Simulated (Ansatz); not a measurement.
Ansatz (an electronic-structure program) input (RI-MP2/def2-TZVPPD):
A basis named .json is the Basis Set Exchange file of that set.

Ansatz 0.2 input:
```yaml
crystal:
  periodic: [false, false, false]
  atoms:
    - {symbol: Os, position_ang: [0.07187706, -0.04944983, 0.07858670]}
    - {symbol: O, position_ang: [0.86079507, 0.45322953, -1.33546470]}
    - {symbol: O, position_ang: [-1.54362716, 0.01654383, 0.58889100]}
basis:
  gaussian:
    orbitals: def2-TZVPPD.json
    fitting: {mean_field: def2-universal-jkfit, correlation: def2-TZVPPD-RIFIT.json}
total_charge: -1
magnetization: {spin_polarized: true, initial_magnetization: 1}
correlation: {method: mp2, electrons: outside_noble_gas}
```

End of the output:

```
integrals: 0.07 GiB planned
381 factors; integrals over basis functions are off by at most 8.8e-1 eV
377 factors; integrals over basis functions are off by at most 1.4e0 eV
mean field: 0.29 GiB planned
mean field evaluation 1: about -6516.0710 eV, gradient 3.4e1 eV
mean field evaluation 2: about -6514.4154 eV, gradient 4.4e1 eV
mean field evaluation 4: about -6520.9868 eV, gradient 2.1e0 eV
mean field evaluation 8: about -6521.0599 eV, gradient 2.6e-1 eV
mean field evaluation 16: about -6521.0707 eV, gradient 9.2e-2 eV
mean field evaluation 32: about -6520.9179 eV, gradient 2.7e-6 eV
mean field evaluation 64: about -6521.0390 eV, gradient 2.5e0 eV
mean field evaluation 96: about -6520.5730 eV, gradient 5.9e0 eV
mean field evaluation 128: about -6521.0673 eV, gradient 8.2e-2 eV
mean field -6521.07109980 eV, -239.6449427769 hartree, gradient 2.1e-6 eV, S^2 0.866609; 16 other end points of the search recorded, 0 dependent functions left out
6 core orbitals not correlated
reference -6521.07109980 eV, -239.6449427769 hartree; 11, 10 occupied and 122, 123 virtual orbitals, 377 factors
second order -22.61084033 eV of doubles, -0.00000000 eV of singles
Total energy: -6543.68194013 eV, -240.4758758329 hartree
```

This state (charge -1, doublet) is run at the relaxed geometry of the species with charge 0 and multiplicity 3.

The determinant is spin-contaminated: <S^2> is 0.87 against 0.75 for a pure state.
